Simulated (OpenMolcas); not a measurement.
Nb3+ (d2) in a complex was computed by SS-CASPT2, IPEA 0.25 Eh, imaginary shift 0.1 Eh with the d shell active (OpenMolcas, ANO-RCC-VTZP on the metal). Its lowest spin-free states, and all those of the highest spin:

```json
{"2S+1": "3", "Degeneracy": "2", "E (cm-1)": "0"}
{"2S+1": "1", "Degeneracy": "1", "E (cm-1)": "230"}
{"2S+1": "1", "Degeneracy": "2", "E (cm-1)": "5810"}
{"2S+1": "3", "Degeneracy": "1", "E (cm-1)": "7490"}
{"2S+1": "1", "Degeneracy": "2", "E (cm-1)": "13210"}
{"2S+1": "1", "Degeneracy": "1", "E (cm-1)": "20330"}
{"2S+1": "3", "Degeneracy": "2", "E (cm-1)": "21100"}
{"2S+1": "1", "Degeneracy": "2", "E (cm-1)": "24710"}
{"2S+1": "3", "Degeneracy": "1", "E (cm-1)": "29650"}
{"2S+1": "3", "Degeneracy": "1", "E (cm-1)": "29950"}
{"2S+1": "3", "Degeneracy": "2", "E (cm-1)": "32020"}
{"2S+1": "1", "Degeneracy": "2", "E (cm-1)": "34360"}
{"2S+1": "3", "Degeneracy": "1", "E (cm-1)": "59170"}
```

**Question.** Is the site octahedral, tetrahedral or cube-like, axial, or of lower symmetry?

**Answer.** The states with 2S+1 = 3 have orbital degeneracies 2, 1, 2, 1, 1, 2, 1. There are pairs but no triples, so the site is axial: not cubic, but with a proper or improper axis of order three or more. The run had Nb3+ with 3 ligands (fluoride) in trigonal planar coordination (D3h) at 1.83 Å. Ligand basis ANO-RCC-VDZP.

Roots that are degenerate in the reference are averaged as groups; the widest CASPT2 spread within a group is 210 cm-1 (the 2-fold group of multiplicity 3 near 21100 cm-1 above the lowest state of its run). Shifts and gaps below about the spread of the groups concerned are not significant. An orbital doublet at a regular site is open to a Jahn-Teller distortion, which this geometry leaves out. The least metal-like active orbital is 72 % on the metal (Löwdin) and no ligand orbital is active, so the numbers are rough. Ligand-to-metal charge-transfer states are missing. With no ligand orbital active B as a rule stays too high, so bands that hang on it stand too high and its fall with covalency is understated. No measured value stands beside these numbers; the geometry was imposed, not optimised, and the real ion may take another.
